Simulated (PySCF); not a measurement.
# How methods differ on the ionisation energy of Ta⁷⁰⁺

Ta⁷⁰⁺ [He] 2s1 (2S) → Ta⁷¹⁺ 1s2 (1S), as a difference of total energies. Calculation: PySCF 2.14, in an even-tempered Gaussian basis (18 s from 50 bohr⁻², ratio 2.2; 8 p from 76 bohr⁻², ratio 2.4; 5 d from 230 bohr⁻², ratio 2.4; 5 f from 340 bohr⁻², ratio 2.4; 4 g from 510 bohr⁻², ratio 2.4); scalar relativity by spin-free X2C-1e. Correlated levels: nothing frozen; virtual orbitals above 40 to 60 times the deepest correlated orbital energy dropped. The calculations carry no spin-orbit coupling.

| method | ionisation energy (eV) |
| --- | --- |
| UHF | 19113.7 |
| LDA | 19101.0 |
| PBE | 19121.5 |
| PBE0 | 19119.6 |
| r2SCAN | 19109.8 |
| B3LYP | 19118.8 |
| BP86 | 19121.5 |
| MP2 (all electrons) | 19114.0 |
| SCS-MP2 (all electrons) | 19114.0 |

For this ion Breit and QED terms and the two-electron picture change, all absent here, outweigh the differences among the correlated methods.

For comparison: 19088.51 ± 0.19 eV (theoretical estimate listed by NIST; NIST Atomic Spectra Database, ionization energies).
